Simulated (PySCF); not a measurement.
Compound: C5H10OSi.
Cartesian coordinates in Å at the PBE0-D3(BJ)/def2-SVP level; atoms count from 1:
```xyz
17
C5H10OSi angstrom
C      0.5834    1.3544   -0.7954
C      0.5156    0.4171    0.1627
O      1.5700    0.0593    0.9378
Si     3.1303    0.6806    0.8640
C     -0.6980   -0.3638    0.5229
C     -1.7047   -0.7682   -0.5222
C     -2.0681    0.2629    0.4913
H      1.5034    1.8996   -1.0164
H     -0.2946    1.6044   -1.3912
H      3.8806   -0.0474    1.9196
H      3.1261    2.1483    1.1379
H      3.7337    0.4296   -0.4786
H     -0.5000   -1.0803    1.3239
H     -1.5065   -0.4414   -1.5468
H     -2.1487   -1.7638   -0.4425
H     -2.7684   -0.0051    1.2867
H     -2.1222    1.3073    0.1721
```

Method used: TDDFT CAM-B3LYP/def2-SVPD, vertical, gas phase, core orbitals frozen in the response (PySCF 2.14.0, density-fitted response routines).

Orbital energies (eV): HOMO-3 -10.73, HOMO-2 -10.08, HOMO-1 -10.07, HOMO -7.84, LUMO 1.15, LUMO+1 1.28, LUMO+2 1.56.

Computed singlets:

```
state  E (eV)       f
   S1    6.12  0.0073
   S2    6.42   0.179
   S3    6.62   0.021
   S4    6.97  0.0003
   S5    7.15   0.011
   S6    7.28  0.0004
   S7    7.50   0.047
   S8    7.85   0.028
   S9    8.06  0.0030
  S10    8.14  0.0011
```

**Question.** Which orbital pair leads each of S1 and S2, and how does its energy difference Δε compare with the excitation energy?

**Answer.** 

```json
{"state": "S1", "leading configuration": "HOMO→LUMO", "weight": "0.81", "Δε (eV)": "8.98", "E (eV)": "6.12", "E − Δε (eV)": "-2.86", "f": "0.0073", "other configurations": "H→L+1 (12%)"}
{"state": "S2", "leading configuration": "HOMO→LUMO+2", "weight": "0.95", "Δε (eV)": "9.40", "E (eV)": "6.42", "E − Δε (eV)": "-2.98", "f": "0.179", "other configurations": "–"}
```

E − Δε runs from -2.98 to -2.86 eV. Among themselves, these states come in the order of their orbital differences.

H and L stand for HOMO and LUMO. The other states: S3 6.62 eV, f 0.021, H→L+1 (55%), H→L+3 (15%), H→L+4 (11%); S4 6.97 eV, f 0.0003, H→L+3 (40%), H→L+1 (26%), H→L+4 (15%); S5 7.15 eV, f 0.011, H→L+6 (63%), H→L+4 (26%); S6 7.28 eV, f 0.0004, H→L+4 (42%), H→L+3 (36%), H→L+6 (13%); S7 7.50 eV, f 0.047, H→L+5 (94%); S8 7.85 eV, f 0.028, H→L+7 (91%); S9 8.06 eV, f 0.0030, H→L+8 (34%), H-1→L (17%), H-2→L+2 (14%); S10 8.14 eV, f 0.0011, H-2→L+2 (44%), H→L+8 (24%), H-3→L+2 (13%).

**Question.** Which computed triplets share their leading configuration (75% or more) with a singlet, and how far apart are the partners?

**Answer.** 

```
configuration  triplet  E(T) (eV)  singlet  E(S) (eV)  E(S) − E(T) (eV)
  HOMO→LUMO+2       T1       4.11       S2       6.42             +2.31
    HOMO→LUMO       T2       5.98       S1       6.12             +0.15
```

The 4 triplets are Tamm–Dancoff values, the singlets full response.

All these states lie below the vertical ionisation energy of 8.51 eV (ΔSCF).

One conformer stands for the species.
